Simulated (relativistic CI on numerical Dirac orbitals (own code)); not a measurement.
## As: q coefficients and field-shift factors

Calculated at this level of theory: Dirac-Coulomb-Breit CI, orbitals from a KLI potential per configuration, valence Slater integrals scaled by 0.85, P86 correlation energy added to each configuration, derivatives by finite differences, QED left out (own radial code, finite nucleus).

CI space (outside the closed core [Ar] 3d10): 4s²4p³, 4s²4p²5s, 4s²4p²4d, 4s4p⁴, 4s²4p²5p, 4s²4p²5d, 4s²4p²4f, 4s²4p4d². Levels of other configurations are missing.

With x = (α/α₀)² − 1 an excitation energy changes as ω = ω₀ + qx; K = 2q/ω₀ is the relative enhancement. Terms are leading LS components, so labels can repeat. The field-shift factor is F = δν/δ⟨r²⟩ for the transition from the lowest level.

Lowest level 4s²4p³ ⁴S°3/2.

| Level | ω₀ (cm⁻¹) | q (cm⁻¹) | K | F (GHz/fm²) |
| --- | --- | --- | --- | --- |
| 4s²4p³ ²D°3/2 | 11933.9 | -369 | -0.0618 | 0.0514 |
| 4s²4p³ ²D°5/2 | 12231.7 | 183.5 | 0.03 | 0.0494 |
| 4s²4p³ ²P°1/2 | 19716.0 | 119 | 0.0121 | 0.0825 |
| 4s²4p³ ²P°3/2 | 20195.7 | 965.4 | 0.0956 | 0.0787 |
| 4s²4p²5s ⁴P1/2 | 52134.2 | -2334 | -0.0895 | 1.02 |
| 4s²4p²5s ⁴P3/2 | 53038.5 | -1252 | -0.0472 | 1.02 |
| 4s²4p²5s ⁴P5/2 | 54352.6 | 18.15 | 0.000668 | 1.02 |
| 4s²4p²5s ²P1/2 | 54947.4 | -1454 | -0.0529 | 0.923 |
| 4s²4p²5s ²P3/2 | 56457.3 | -63.02 | -0.00223 | 0.922 |
| 4s²4p²5p ⁴D°1/2 | 61290.1 | -2119 | -0.0691 | 0.759 |
| 4s²4p²5p ⁴D°3/2 | 61773.7 | -1963 | -0.0636 | 0.759 |
| 4s²4p²5p ²S°1/2 | 61907.8 | -983.9 | -0.0318 | 0.754 |
| 4s²4p²5p ⁴D°5/2 | 62591.3 | -900.6 | -0.0288 | 0.755 |
| 4s²4p²5p ⁴P°3/2 | 62882.1 | -1148 | -0.0365 | 0.756 |
| 4s²4p²5p ⁴P°1/2 | 63189.4 | -776.1 | -0.0246 | 0.757 |
| 4s²4p²5s ²D5/2 | 63209.5 | -191.1 | -0.00605 | 0.995 |
| 4s²4p²5s ²D3/2 | 63251.8 | -102.2 | -0.00323 | 1.03 |
| 4s²4p²5p ²D°3/2 | 63454.0 | -1071 | -0.0338 | 0.757 |
| 4s²4p²5p ⁴D°7/2 | 63840.6 | 399.7 | 0.0125 | 0.752 |
| 4s²4p²4d ⁴P5/2 | 64031.6 | 160.1 | 0.005 | -0.359 |
| 4s²4p²5p ⁴P°5/2 | 64170.1 | 122.8 | 0.00383 | 0.755 |
| 4s²4p²5p ⁴S°3/2 | 64488.0 | 292.2 | 0.00906 | 0.751 |
| 4s²4p²4d ⁴P3/2 | 64770.3 | 507.1 | 0.0157 | -0.236 |

Correlation outside the listed configurations is missing or only estimated: errors of thousands of cm⁻¹ between configurations and terms are usual at this charge. Rates and lifetimes follow the computed energies and can be off by large factors. The fine structure of a lone outer electron comes out too small, for d and f at times inverted, and misplaced configurations move strength between like terms.
